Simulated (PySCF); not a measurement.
H₅W, charge +1, multiplicity 1. Atoms are numbered in the order given.

```xyz
6

W      0.0000     0.0000    -0.0219
H     -1.4187     0.0000     0.8683
H      1.4187     0.0000     0.8683
H      0.0000     0.0000     1.6315
H      0.0000    -1.4671    -0.8747
H      0.0000     1.4671    -0.8747
```
Charge +1, spin multiplicity 1.

Geometry: B3LYP-D3(BJ)/def2-TZVPD. The multiplicity is an assumed one; other spin states were not compared. The def2 effective core potentials stand for the cores of W; spin–orbit coupling is left out.

The numbers are results of B3LYP-D3(BJ)/def2-TZVPD (PySCF), not measurements.

Frequencies are harmonic and unscaled.

| mode | ν (cm⁻¹) | IR (km/mol) | moving atoms (share of kinetic energy) |
|---|---|---|---|
| 1 | 283 | 32.3 | H 99 % |
| 2 | 288 | 62.9 | H 98 % |
| 3 | 711 | 0.0 | H 100 % |
| 4 | 942 | 58.0 | H 100 % |
| 5 | 948 | 81.6 | H 100 % |
| 6 | 1010 | 0.0 | H 99 % |
| 7 | 1035 | 3.3 | H 99 % |
| 8 | 2057 | 9.1 | H 100 % |
| 9 | 2066 | 13.8 | H 99 % |
| 10 | 2102 | 0.3 | H 100 % |
| 11 | 2104 | 5.1 | H 99 % |
| 12 | 2122 | 0.1 | H 99 % |
